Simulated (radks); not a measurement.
Charge is removed step by step from the 1s down level of the ytterbium ion Yb3+, starting from 1s(up 1, down 1) 2s2 2p6 3s2 3p6 3d10 4s2 4p6 4d10 4f13 5s2 5p6. Calculated with a radial shooting solver on a logarithmic mesh with Libxc functionals: scalar-relativistic Kohn-Sham, PBE, spin-polarised, spherical densities, finite nucleus; open shells are filled with parallel spins first (spin-orbit coupling, left out, can overturn this in heavy ions); Fermi nuclear charge, rms radius 5.3108 fm.

removed (e)  E - E(0) (eV)  eigenvalue (eV)  E minus straight line (eV)
0                    0.000           -61261                       0.000
0.25               15330.8           -61491                     -81.229
0.5                  30718           -61713                    -105.693
0.75                 46160           -61916                     -76.465
1                    61648           -62070                       0.000

Removing the whole electron costs 61648 eV by Delta-SCF, against 61261 eV from minus the eigenvalue at the starting occupation. Slater's transition state (half an electron removed) gives 61713 eV. Integrating minus the eigenvalue over the occupation (Janak's theorem) gives 61699 eV. In this scalar-relativistic scheme the density is built from large components alone, so the theorem holds only approximately. The mean slope of the eigenvalue, de/dn, is 810 eV per electron.
